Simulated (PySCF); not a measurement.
Ligands exchanged one at a time, In F-CH3. All species are isolated molecules in the gas phase. Strings in code marks are SMILES.

The brightest of the four lowest singlets (TDA) from two functionals at the same geometries (B3LYP-D3(BJ)/def2-TZVP), both in PySCF: PBE-D3(BJ)/def2-TZVP and B3LYP-D3(BJ)/def2-TZVP. B3LYP has the VWN-RPA correlation part, as in Gaussian. Excitations are Tamm–Dancoff values on a coarser integration grid. The basis has no diffuse functions, so Rydberg states are missing or too high.

```csv
species,B3LYP-D3(BJ)/def2-TZVP (eV)
1 of 3 F replaced by CH3 (`[CH3][In]([F])[F]`),6.29
2 of 3 F replaced by CH3,6.40
3 of 3 F replaced by CH3 (`[CH3][In]([CH3])[CH3]`),6.05
```

Q: What does PBE-D3(BJ)/def2-TZVP give for each?

A: 
- 1 of 3 F replaced by CH3 (`[CH3][In]([F])[F]`): 5.54
- 2 of 3 F replaced by CH3: 5.76
- 3 of 3 F replaced by CH3 (`[CH3][In]([CH3])[CH3]`): 5.71
Over these rows, drawn at random from the members with no instability flagged (it was tested for open shells, ions and some series alone), PBE minus B3LYP-D3(BJ): mean -0.57 eV, from -0.75 eV to -0.34 eV.
